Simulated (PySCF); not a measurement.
**How good is the calculation?**

Atom-mapped SMILES (the numbers label the heavy atoms): `[CH3:1][CH2:2][O:3][C:4]([CH3:5])([CH3:6])[CH3:7]`. Each H is labelled by its parent atom.

Measured values that the calculation should reproduce: δ $^{13}$C C2 56.8; C1 16.4 ppm (measured; solution, not stated per compound (mostly CDCl3 or CCl4); Pretsch, Buehlmann, Badertscher, Structure Determination of Organic Compounds, 4th ed. (2009)).
δ $^{17}$O O3 40.5 ppm (measured; liquid, neat; K. Matsuzaki, S. Hayashi, W. Nakanishi, RSC Adv. 2024, ESI (observed values from its refs S1-S5)).

All values are calculated (PySCF): structure optimised with PBE0-D3(BJ)/def2-SVP, NMR shieldings at PBE0/pcSseg-1/GIAO. Non-relativistic, one computed conformer, averaged over atoms made equivalent by symmetry, fast rotation or ring inversion, gas phase.

**Question.** What does the calculation give, and how does it compare?

**Answer.** 
Reference values: measured (solution, not stated per compound (mostly CDCl3 or CCl4); Pretsch, Buehlmann, Badertscher, Structure Determination of Organic Compounds, 4th ed. (2009)).
| atoms | quantity | reference | computed | computed, scaled |
| --- | --- | --- | --- | --- |
| C2 | δ $^{13}$C | 56.8 | 57.2 | 54.8 |
| C1 | δ $^{13}$C | 16.4 | 18.1 | 16.9 |

Reference values: measured (liquid, neat; K. Matsuzaki, S. Hayashi, W. Nakanishi, RSC Adv. 2024, ESI (observed values from its refs S1-S5)).
| atoms | quantity | reference | computed | computed, scaled |
| --- | --- | --- | --- | --- |
| O3 | δ $^{17}$O vs H2O | 40.5 | – | 44.9 |

Computed shifts are σ(ref) − σ with the named reference compound (TMS for H and C) calculated as an isolated molecule at the same level. The measured values may be among those fitted. Shieldings were converted by linear fits to measured shifts (mostly CDCl3, TMS scale, for H and C): $^{13}$C: δ = 178.46 − 0.972σ (rms 2.0 ppm, 209 shifts, 2.2 ppm with the 3 outliers that the fit left out); $^{17}$O: δ = 261.00 − 0.871σ (rms 11.6 ppm, 25 shifts vs liquid water, solution or neat liquid). A few per cent of atoms miss by over 2 rms, more outside the fitted compound classes.

**Question.** How far are the unscaled $^{13}$C shifts from the references?

**Answer.** Mean signed difference +1.05 ppm, mean absolute 1.05 ppm over 2 comparisons; the largest is +1.7 ppm at C1 (methyl carbon).
